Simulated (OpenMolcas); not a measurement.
**As+: the spin-orbit constant, thermal populations, Slater's ratio, worked from levels**

| Item | Value |
| --- | --- |
| Program | OpenMolcas |
| Basis | ANO-RCC-VDZP [5s4p2d] |
| Scalar Hamiltonian | DKH2, point nucleus |
| Active space | 4 electrons in 4 orbitals (4s 4p) |
| State averaging | 2S+1 = 3 even, 3 roots; 2S+1 = 1 even, 6 roots; 2S+1 = 5 odd, 1 root; 2S+1 = 3 odd, 9 roots; 2S+1 = 1 odd, 8 roots |
| Spin-orbit coupling | state interaction with AMFI integrals over the reference wave functions, term energies averaged over their components |

Methods: CASSCF; SS-CASPT2, IPEA 0.25 Eh, imaginary shift 0.1 Eh (closed shells correlated: 3d). Measured levels: NIST Handbook of Basic Atomic Spectroscopic Data.

**The spin-orbit constant.** For the Hund term ³P of p2, E(J) = (A/2) J(J+1) + constant and ζ = 2S·A = 2A. From J = 0 to J = 2 the energy changes by 3 A.

| Source | E(2) - E(0) | A | ζ |
| --- | --- | --- | --- |
| CASSCF | 2291.5 | 763.8 | 1528 |
| SS-CASPT2 | 2270.9 | 757.0 | 1514 |
| measured | 2541.3 | 847.1 | 1694 |

All in cm-1. SS-CASPT2 is off by -10.6 % and CASSCF by -9.8 %. Both methods take the spin-orbit matrix elements from the reference wave functions, so the second can move ζ only through the term energies and any multistate remixing. Second-order mixing with other terms is absorbed into this ζ.

**Thermal populations.** Z = Σ (2J + 1) exp(-E/kT) with k = 0.695035 cm-1/K, over the levels below. No other level of either list lies under 78700 cm-1, which is above 7 kT at each temperature.

| Level | 2J + 1 | SS-CASPT2 | measured |
| --- | --- | --- | --- |
| 4s² 4p² ³P₀ | 1 | 0.0 | 0.0 |
| 4s² 4p² ³P₁ | 3 | 926 | 1063 |
| 4s² 4p² ³P₂ | 5 | 2270 | 2541 |
| 4s² 4p² ¹D₂ | 5 | 11130 | 10096 |
| 4s² 4p² ¹S₀ | 1 | 22710 | 22599 |
| 4s 4p³ ⁵S°₂ | 5 | 47500 | 54817 |
| 4s 4p³ ³D°₂ | 5 | 72930 | 73862 |
| 4s 4p³ ³D°₁ | 3 | 72950 | 73750 |
| 4s 4p³ ³D°₃ | 7 | 73050 | 74244 |

| T (K) | Z, SS-CASPT2 | Z, measured levels | Ground level (%), SS-CASPT2 | Ground level (%), measured levels |
| --- | --- | --- | --- | --- |
| 5000 | 6.105 | 5.891 | 16.4 | 17.0 |
| 8000 | 7.557 | 7.475 | 13.2 | 13.4 |
| 12000 | 8.895 | 8.894 | 11.2 | 11.2 |

At 12000 K, kT = 8340 cm-1, and the computed levels give Z = 1.000 + 2.685 + 3.809 + 1.316 + 0.066 + 0.017 + 0.001 + 0.000 + 0.001 = 8.895.

**Slater's ratio.** With one set of orbitals, p2 has ¹D - ³P = 6 F2 and ¹S - ¹D = 9 F2 (F2 = F²/25), a ratio of 3/2. Term energies are centres of gravity, weighted by 2J + 1.

| Source | ¹D - ³P | ¹S - ³P | F2 from the first | Ratio |
| --- | --- | --- | --- | --- |
| CASSCF | 10942 | 20661 | 1824 | 0.888 |
| SS-CASPT2 | 9559 | 21142 | 1593 | 1.212 |
| measured | 8329 | 20832 | 1388 | 1.501 |

Energies in cm-1. A ratio away from 3/2 shows effects beyond one configuration with one set of orbitals, and in heavier atoms second-order spin-orbit shifts. In CASSCF the valence s occupation is 1.91 in ¹S against 1.98 in ¹D: mixing out of s² acts most on ¹S and pulls it down.

CASPT2 breaks the degeneracy within a term, and the mean is taken; among the terms shown or strongly mixed into the levels shown the widest spread is 500 cm-1 (4s 4p³ ³D°, SS-CASPT2). Over all roots computed the reference weight is 0.89 to 0.99 in SS-CASPT2; the roots of lowest weight are the least certain, and an intruder state may touch them. Terms of s pⁿ other than that of highest spin mix with s² pⁿ⁻² d, which this space lacks; all of them can be thousands of cm-1 off, and some have no real level of that name. Without dynamic correlation excited terms often stand tens of per cent too high (terms of higher spin than the ground term too low), and those without a measured partner can miss by more than the paired ones (holds for CASSCF). Measured partners are found by configuration, term and J. A level has none where our copy of the source lacks it or the pairing is in doubt (some pairs that miss far off the trend of their configuration count as doubtful), and it then counts in no deviation. Levels of configurations outside the active space are missing.

° marks odd parity.
